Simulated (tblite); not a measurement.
Question: What does the GFN2-xTB structure of `O=CN/C=[C]/OC(F)(F)F` [radical] look like in three dimensions? (Doublet state.)

Answer: 
Z-matrix in Å and degrees, rows numbered from 1:
```
O 
C   1  1.2120
N   2  1.3428  1  122.10
C   3  1.4021  2  116.63  1    -1.07
C   4  1.3171  3  117.38  2     7.73
O   5  1.3563  4  132.90  3  -172.44
C   6  1.3280  5  118.50  4    26.90
F   7  1.3491  6  113.21  5   -67.75
F   7  1.3413  6  113.88  5    52.25
F   7  1.3248  6  109.93  5   172.90
H   2  1.0990  1  123.23  3  -179.72
H   3  1.0073  2  123.10  1   179.38
H   4  1.0878  3  114.82  2  -173.73
```

The C–F distances run from 1.325 Å (C7–F10, drawn single) to 1.349 Å (C7–F8, drawn single), a spread of 0.024 Å. C4 (carbon bonded to C, N and H) is planar (angles 127.8°, 117.4° and 114.8°, sum 360.0°, 0.01 Å off the plane of its three neighbours). C2 (carbon bonded to N, O and H) is planar (angles 123.2°, 122.1° and 114.7°, sum 360.0°, 0.00 Å off the plane of its three neighbours). O6 (oxygen bonded to 2 C) is bent (angle 118.5°).

The geometry is computed with GFN2-xTB (gas phase). This method treats the open shell by occupation alone, without spin polarisation.

Point group: C1 (no symmetry element, even within 0.4 Å). Its GFN2-xTB frequencies are all real (lowest 33 cm⁻¹). Torsions: O1–C2–N3–C4 -1°, C2–N3–C4–C5 8°, C4–C5–O6–C7 27°. 3 starts were optimised and ended at 0.00, 1.35 and 2.41 kcal/mol (GFN2-xTB); the lowest of these is shown.

On an Arm Neoverse V2 with one thread, no GPU, shared host, this took 0.53 s of wall time. That covers the optimisation of the geometry.

One conformer stands for the species.
